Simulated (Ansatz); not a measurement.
Cost and result up the ladder for Ge(SiH3)2H2 (Si₂GeH₈) (11 atoms). The state is a singlet with charge 0. Geometry: PBE-D4/def2-SVP.

```
atom   x (Å)   y (Å)   z (Å)
 Ge1   0.672  -0.600  -0.418
 Si2   1.195   1.324   0.908
 Si3  -1.700  -0.873  -0.594
  H4   0.603   2.553   0.272
  H5   2.683   1.511   1.035
  H6   0.606   1.165   2.284
  H7  -2.304   0.350  -1.230
  H8  -2.293  -1.043   0.779
  H9  -2.050  -2.077  -1.426
 H10   1.300  -1.868   0.226
 H11   1.289  -0.443  -1.837
```

Ansatz on 2 threads of Intel Xeon Platinum 8488C on a shared host. Times are rough, and most runs start from the orbitals of an earlier one. ωB97X-V/def2-TZVP serves as the yardstick here, not as an exact answer. Differences are given only for rows in sets of like size (and for xTB, whose basis is part of the method), since another set adds its own error. Binding counts from free atoms at the same level (Ge triplet, Si triplet, H doublet; other spins of the atoms weren't run), without zero-point energy or a counterpoise term.

Correlated methods freeze 19 core orbitals; core or outer-core shells of Ge are correlated, in sets that lack core-valence functions.

Correlated methods converge slowly with the basis.

```csv
level,functions,wall time,binding energy per atom (eV),difference from ωB97X-V/def2-TZVP (eV)
HF/STO-3G,44,0.25 s,3.32,–
PBE-D4/def2-SVP,108,1.3 s,2.80,–
HF/def2-TZVP,170,1.9 s,2.18,-0.71
PBE0-D4/def2-SVP,108,2.1 s,2.81,–
PBE-D4/def2-TZVP (with forces),170,2.7 s,2.81,-0.08
PBE0-D4/def2-TZVP,170,2.9 s,2.82,-0.08
r2SCAN-D4/def2-TZVP,170,3.2 s,2.86,-0.03
CAM-B3LYP-D4/def2-TZVP,170,4.1 s,2.86,-0.03
ωB97X-V/def2-TZVP,170,7 s,2.89,0.00
CCSD(T)/def2-TZVP,170,32 s,2.76,-0.13
```
